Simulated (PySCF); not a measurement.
C5H5, SMILES [C]1=CCC=C1, multiplicity 2.

Geometry optimised at PBE0-D3(BJ)/def2-SVP. The isomer is the one that the SMILES or the coordinates give; other isomers of the formula were not compared. One conformer was computed; it need not be the lowest.

All values below come from TDA-CAM-B3LYP/def2-SVPD (PySCF 2.14.0).

Vertical excitations. 

```tsv
state	energy (eV)	λ (nm)	f	main pairs
root 1	2.21	560	0.001	β HOMO→LUMO 93 %
root 2	3.18	390	0.000	α HOMO→LUMO 48 %, β HOMO→LUMO+1 46 %
root 3	4.47	277	0.001	α HOMO−1→LUMO 10 %, β HOMO−1→LUMO 81 %
root 4	4.89	254	0.002	α HOMO−1→LUMO 86 %, β HOMO−1→LUMO 11 %
root 5	5.12	242	0.000	α HOMO−2→LUMO 25 %, α HOMO→LUMO+4 22 %, β HOMO−1→LUMO+1 31 %, β HOMO→LUMO+6 16 %
root 6	5.61	221	0.133	α HOMO→LUMO 44 %, β HOMO→LUMO+1 47 %
root 7	6.29	197	0.010	β HOMO−2→LUMO 36 %, β HOMO−4→LUMO 28 %, β HOMO−3→LUMO 28 %
root 8	6.45	192	0.000	α HOMO→LUMO+1 22 %, β HOMO→LUMO+2 73 %
root 9	6.54	190	0.000	α HOMO→LUMO+1 73 %, β HOMO→LUMO+2 22 %
root 10	6.87	181	0.001	α HOMO→LUMO+4 36 %, α HOMO−2→LUMO 25 %, β HOMO→LUMO+6 19 %, β HOMO−1→LUMO+1 17 %
```
Unrestricted roots are not spin-pure.
